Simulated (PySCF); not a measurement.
**Correlation energy of Ag³⁵⁺ (silver, charge +35)**

Starting occupation: [Ne] 3s2. Computed with PySCF 2.14 in an uncontracted even-tempered set (18 s from 2.2 bohr⁻², ratio 2.6; 13 p from 2.9 bohr⁻², ratio 2.6; 6 d from 3 bohr⁻², ratio 2.8; 4 f from 43 bohr⁻², ratio 2.8), with X2C-1e with screened-nucleus spin-orbit coupling, Gaussian nucleus. Frozen: 1s2; 10 electrons correlated; the 48 highest virtual spinors left out.

MP2 pair energies summed by pair of shells (mhartree):

| pair | energy | share (%) |
| --- | --- | --- |
| 3s1/2-3s1/2 | -103.83 | 22.7 |
| 2p1/2-2p3/2 | -98.14 | 21.5 |
| 2p3/2-2p3/2 | -93.90 | 20.6 |
| 2p3/2-2s1/2 | -40.44 | 8.9 |
| 2p3/2-3s1/2 | -39.02 | 8.5 |
| 2p1/2-2p1/2 | -22.91 | 5.0 |
| 2p1/2-2s1/2 | -20.64 | 4.5 |
| 2p1/2-3s1/2 | -18.25 | 4.0 |
| 2s1/2-2s1/2 | -10.82 | 2.4 |
| 2s1/2-3s1/2 | -8.93 | 2.0 |

Total MP2 correlation energy: -456.87 mhartree.

The virtual space was cut to 56 spinors, which keep -402.46 of the -456.87 mhartree of MP2 correlation.

```csv
level,correlation energy (mhartree)
CCSD,-433.08
```

Diagnostics: T1 = 0.00024, largest double amplitude 0.086.

**Question.** Is a single reference adequate?

**Answer.** Mostly. T1 lies below 0.03, but a double amplitude of this size points to a near-degeneracy that CCSD handles and MP2 describes poorly.

The coupled-cluster values are those of the cut space; adding the MP2 remainder, -54.41 mhartree, estimates the full space.

At this charge the one-electron X2C treatment keeps the bare 1/r₁₂, with no two-electron picture change or Breit term. The effect here is smaller than on the frozen 1s shell.
